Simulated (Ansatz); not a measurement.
`C[Si](C)([SeH])[SeH]`, charge 0, multiplicity 1.

**Question.** Give a relaxed structure at PBE0-D4/def2-TZVP (Ansatz). (Best estimate.)

**Answer.** The calculation gave: 
Cartesian coordinates in Å:
```
C -0.352 1.552 -0.729
Si -0.171 -0.133 0.049
C 1.611 -0.577 0.368
Se -1.172 -0.240 2.105
Se -1.159 -1.566 -1.437
H 0.140 1.579 -1.705
H 0.105 2.308 -0.087
H -1.404 1.810 -0.865
H 1.696 -1.585 0.779
H 2.176 -0.540 -0.566
H 2.061 0.124 1.076
H -2.513 -0.012 1.554
H -1.018 -2.721 -0.543
```
Point group C2.
This is one stationary point; other conformers may exist.
